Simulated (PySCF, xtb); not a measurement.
ZrF₂, SMILES [F][Zr][F] (connectivity only; charge and spin as stated), neutral, multiplicity 3.

Harmonic wavenumbers (cm⁻¹) from GFN2-xTB (xtb 6.7.1) at its own minimum, in rising order: 80, 499, 575.

Q: What does PBE0-D3(BJ)/def2-TZVP in PySCF 2.14.0 give at its own minimum? (The exact figures need the calculation; the answer reports its results.)

A: 116, 638, 651. Paired by order, the mean absolute difference is 84 cm⁻¹ and the zero-point energies are 1.6 and 2.0 kcal/mol.
